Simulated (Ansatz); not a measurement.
CH4BFGe at its PBE0-D4/def2-TZVP geometry, where that method's forces vanish. Charge 0, multiplicity 1. The bonds changed during the relaxation, so this is another structure than the one it started from.

```xyz
8

F    -1.7159   -0.5098    1.8907
C    -0.7018   -0.3858    1.0391
B    -0.7433    0.4464   -0.1650
Ge    0.9969    0.2126   -0.9768
H     0.1354   -0.9928    1.3849
H    -1.6391    1.1169   -0.5664
H     2.0693   -0.6945   -0.3421
H     1.5985    0.8070   -2.2645
```

(1) What forces (eV/Å) does PBE-D4/def2-TZVPP give on these atoms in Ansatz? (Estimate.)

## Answers

(1) The calculation gave: 
```
F1  -0.569 -0.064  0.471
C2   0.303  0.010 -0.216
B3  -0.047  0.115 -0.140
Ge4  0.015  0.047 -0.077
H5   0.208 -0.148  0.082
H6  -0.088  0.073 -0.050
H7   0.114 -0.101  0.074
H8   0.064  0.068 -0.144
```
